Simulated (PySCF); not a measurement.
C₄H₆BFO, SMILES CC#CB(F)CO. Atoms are numbered in the order given.

```xyz
13

C     -3.1704     0.7556     0.3896
C     -1.8306     0.2173     0.2207
C     -0.7059    -0.2339     0.0800
B      0.7121    -0.7473    -0.0971
F      0.9326    -2.0670    -0.1450
C      1.9837     0.1735    -0.2336
O      1.6665     1.5473    -0.1727
H     -3.1799     1.8533     0.2916
H     -3.8602     0.3362    -0.3614
H     -3.5691     0.4982     1.3850
H      2.6946    -0.1416     0.5649
H      2.4851    -0.1124    -1.1870
H      2.4831     2.0531    -0.2613
```

Geometry optimised at B3LYP-D3(BJ)/def2-SVP. The structure was generated by enumeration, and PubChem lists no compound with its InChIKey, so it may never have been made. Other conformers were not sampled.

Two levels are set side by side: PBE/pcSseg-1 (PySCF) and B3LYP/pcSseg-1 (PySCF). GIAO shifts against BF3 (¹¹B), CFCl3 (¹⁹F), H2O (¹⁷O), TMS (¹H), TMS (¹³C) at the same level; non-relativistic, no solvent, atoms listed together averaged. Differences are taken from unrounded values.

```
quantity                 B3LYP    PBE  PBE minus B3LYP
-----------------------  -----  -----  ---------------
δ(¹³C) of C1 (ppm)         8.4    9.0              0.5
δ(¹³C) of C2 (ppm)       120.4  119.3             -1.2
δ(¹³C) of C3 (ppm)        89.2   90.9              1.8
δ(¹¹B) of B4 (ppm)        33.2   32.4             -0.8
δ(¹⁹F) of F5 (ppm)       -46.2  -48.3             -2.0
δ(¹³C) of C6 (ppm)        64.0   66.5              2.5
δ(¹⁷O) of O7 (ppm)         9.8   13.9              4.1
δ(¹H) of H11, H12 (ppm)   3.92   4.17             0.25
δ(¹H) of H13 (ppm)        0.13  -0.14            -0.27
```

Rough cost on one machine, each run with all the roots and properties that it gave: B3LYP against PBE within a factor of 2.
